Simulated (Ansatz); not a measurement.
A run for Ansatz (a quantum-chemistry and plane-wave program): R-SVWN5/def2-TZVPP on BFH2S2 (SMILES FB(S)S), a point of a torsion scan.

Ansatz 0.2 input:
```yaml
crystal:
  periodic: [false, false, false]
  atoms:
    - {symbol: F, position_ang: [-0.91880057, -1.78974704, 0.26143538]}
    - {symbol: B, position_ang: [-0.36862653, -0.62656645, 0.00174946]}
    - {symbol: S, position_ang: [1.44221238, -0.57010471, -0.44598621]}
    - {symbol: S, position_ang: [-1.40028034, 0.82643738, 0.11254458]}
    - {symbol: H, position_ang: [1.84973823, -0.44494470, 0.81140033]}
    - {symbol: H, position_ang: [-0.48489720, 1.72110335, -0.24366027]}
basis:
  gaussian:
    orbitals: def2-TZVPP
hamiltonian:
  xc: {name: SVWN5}
scf: {lower_state_search: off}
```

The log:

```
WARN ansatz: RAYON_NUM_THREADS=1 ignored (pool sized by the plan → 1); use --threads N
Functional definition: SVWN5
these checks for a lower state are left out or cut short: stability, starts, cluster_reference, orbital_swaps, neighbouring_geometries, increment
integrals: 0.09 GiB planned
1011 factors; their error is unknown
mean field: 0.59 GiB planned
mean field evaluation 1: about -24999.6228 eV, gradient 3.6e1 eV
mean field evaluation 2: about -24995.6277 eV, gradient 6.1e1 eV
mean field evaluation 4: about -25002.3298 eV, gradient 2.1e0 eV
mean field evaluation 8: about -25002.3265 eV, gradient 1.5e-1 eV
mean field evaluation 16: about -25002.3265 eV, gradient 1.9e-5 eV
mean field -25002.32653257 eV, -918.8185528863 hartree, gradient 2.3e-6 eV, S^2 0.000000; 0 other end points of the search recorded, 0 dependent functions left out
reference -25002.32656486 eV, -918.8185540731 hartree; 24, 24 occupied and 150, 150 virtual orbitals, 1011 factors
Total energy: -25002.32656486 eV, -918.8185540731 hartree
Checks for a lower state left out: stability, starts, cluster_reference, orbital_swaps, neighbouring_geometries, increment
```

The calculation finished and met its thresholds.

Cost: about 1.2 core-seconds (a rough figure).
